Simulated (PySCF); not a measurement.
# One molecule, several mistakes: AlB2GeH5

These are calculations, not measurements. The program is PySCF 2.14.0, an open-source quantum chemistry code, run on an isolated molecule that a program drew, which may never have been made. The molecule is AlB2GeH5 (charge 0, singlet), drawn as the SMILES string `[BH2][Ge][BH][AlH2]`.

Each row is a Hartree-Fock (HF) and frozen-core CCSD(T) single point in the cc-pV(D+d)Z basis, meant for a local HF minimum. Run 1 is clean. Each other run has one planted mistake out of seven kinds, and not every kind appears here: one electron removed, one electron added, multiplicity raised by two, geometry at a saddle point, minimal basis STO-3G, one bond length entered in bohr, all coordinates scaled. The reference is restricted for singlets and unrestricted otherwise, and also for a bond in bohr. Adding or removing an electron swaps singlet and doublet. Electrons count all cores. HOMO and LUMO are orbital energies over both spins, the gradient is its largest component, and the lowest frequency (negative if imaginary) is given only where the gradient is small. Bond lengths are over the 8 bonds as drawn. T1 is the CCSD diagnostic: over 0.02 (restricted) or 0.045 (unrestricted) a single reference is doubtful. Germanium has the cc-pVDZ-PP basis, with a core potential (ECP10MDF) in place of its 10 inner electrons, and its 3s, 3p and 3d shells are frozen in CCSD(T).

Geometry of the clean run:
```xyz
9
AlB2GeH5, angstrom
B    -1.6598    1.0929    1.1057
Ge   -0.7637   -0.0115    2.5805
B    -2.1939   -1.4385    2.7200
Al   -3.8840   -1.4496    4.0352
H    -2.3883    2.0052    1.3878
H    -1.3898    0.9068   -0.0490
H    -1.9888   -2.4132    2.0363
H    -3.7630   -1.9384    5.5384
H    -5.2967   -0.9546    3.5105
```

| run | electrons | basis functions | <S^2> | HOMO (eV) | LUMO (eV) | gradient (hartree/bohr) | lowest frequency (cm^-1) | mean bond (Å) | longest bond (Å) | T1 | HF (hartree) | CCSD(T) (hartree) | mistake |
|---|---|---|---|---|---|---|---|---|---|---|---|---|---|
| 1 | 60 | 99 | 0.000 | -8.36 | 0.55 | 3.0e-05 | 75 | 1.6246 | 2.142 | 0.0285 | -587.48250 | -587.86534 | no fault |
| 2 | 60 | 99 | 2.049 | -7.02 | -0.55 | 3.0e-02 | - | 1.6246 | 2.142 | 0.0248 | -587.43874 | -587.79606 | multiplicity raised by two |
| 3 | 60 | 99 | 0.000 | -8.52 | 0.71 | 4.4e-02 | - | 1.5206 | 2.005 | 0.0288 | -587.45394 | -587.83892 | ? |
| 4 | 61 | 99 | 0.818 | -1.04 | 4.87 | 1.6e-02 | - | 1.6246 | 2.142 | 0.0409 | -587.48752 | -587.89242 | ? |

**Which mistake was planted in run 3, and what did it cost?**

The mean and the longest bond both change by the same factor, 0.936, and the gradient is no longer small. So the mistake is: all coordinates scaled. Subtracting run 1 and multiplying by 627.51 kcal/mol a hartree, the energy moved by 17.9 kcal/mol in HF and 16.6 kcal/mol in CCSD(T).

**Which mistake was planted in run 4, and what did it cost?**

It counts 61 electrons, one more than the clean run, at the same geometry and basis. So the mistake is: one electron added. Subtracting run 1 and multiplying by 627.51 kcal/mol a hartree, the energy moved by -3.2 kcal/mol in HF and -17.0 kcal/mol in CCSD(T).

Cautions from the logs. Run 1: T1 is over the limit, so its CCSD(T) energy is less reliable; run 3: T1 is over the limit, so its CCSD(T) energy is less reliable.
